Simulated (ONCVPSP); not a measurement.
# What the settings do to the ONCV potential of Sr

Base potential:

Sr, optimised norm-conserving Vanderbilt (ONCV), made with ONCVPSP 4.0.1 (PBE, scalar-relativistic). Core [Ar] 3d10, reference 4s2 4p6 5s1.75 5p0.25. Waves: 4s+5s: rc 2.00 bohr, ncon 4, nbas 8, qcut 6.6 1/bohr, 2 projectors; 4p+5p: rc 2.25 bohr, ncon 4, nbas 8, qcut 5.4 1/bohr, 3 projectors, debl 0.5 Ha; d scattering state at 0.18 Ha: rc 1.95 bohr, ncon 4, nbas 7, qcut 5.1 1/bohr, local; f scattering state at 0.4 Ha: rc 1.95 bohr, ncon 3, nbas 6, qcut 6.6 1/bohr, 3 projectors, debl 3.2 Ha. Local part: the d channel. Core correction: none.

In the d channel the program set the typed energies aside and used 0.050 Ha.

All-electron outer shells of the reference configuration (PBE, scalar-relativistic, ld1.x):

| shell | level (eV) | outermost node (bohr) | outermost maximum (bohr) |
| --- | --- | --- | --- |
| 3d | -128.36 | – | 0.38 |
| 4s | -41.24 | 0.59 | 1.19 |
| 4p | -23.16 | 0.61 | 1.33 |
| 5s | -3.70 | 1.65 | 3.67 |
| 5p | -1.43 | 1.96 | 4.83 |

Cutoffs, loose and tight: the cutoffs (Ha) at which the residual kinetic energy of the hardest occupied pseudo-wave falls to 1 and 0.1 mHa per electron. They do not see the model core or the augmentation charge, which bear on the density cutoff. Test errors are all-electron minus pseudo excitation energies from the reference, over the configurations 4s2 4p6 5s2 5p0; 4s2 4p6 5s1 5p0; 4s2 4p6 5s0 5p0; 4s1 4p6 5s2 5p0. A dash means not determined; rows that change the core or the reference have their own tests.

For the base: The cutoffs count occupied waves only; projector 3 of the f channel, the hardest unoccupied one, needs 50 Ha at the loose tolerance.

A true bound ghost makes a file unfit for plane-wave use even where its test errors are small: the radial tests pick states by their node count and pass the ghost by.

| change | outcome | cutoff, loose | cutoff, tight | bound ghosts | GHOST(+) flags above zero | largest test error (meV) |
| --- | --- | --- | --- | --- | --- | --- |
| base | generated, projector energies reset by the program | 14 Ha | 17 Ha | s | none | -38 |
| s: qcut 8.5 | generated, projector energies reset by the program | 19 Ha | 23 Ha | none | none | +6.4 |
| fully relativistic | generated, projector energies reset by the program | 14 Ha | 17 Ha | s | none | -29 |

Task: What comes out with this change to the base: reference 4s2 4p6 5s1.5 5p0.5?

Result: outcome: generated, projector energies reset by the program; cutoff, loose: 14 Ha; cutoff, tight: 17 Ha; bound ghosts: s; GHOST(+) flags above zero: none; largest test error (meV): -1.2.

Task: What comes out with this change to the base: s: qcut 5?

Result: outcome: generated, projector energies reset by the program; cutoff, loose: 10 Ha; cutoff, tight: 13 Ha; bound ghosts: none; GHOST(+) flags above zero: s; largest test error (meV): -80.
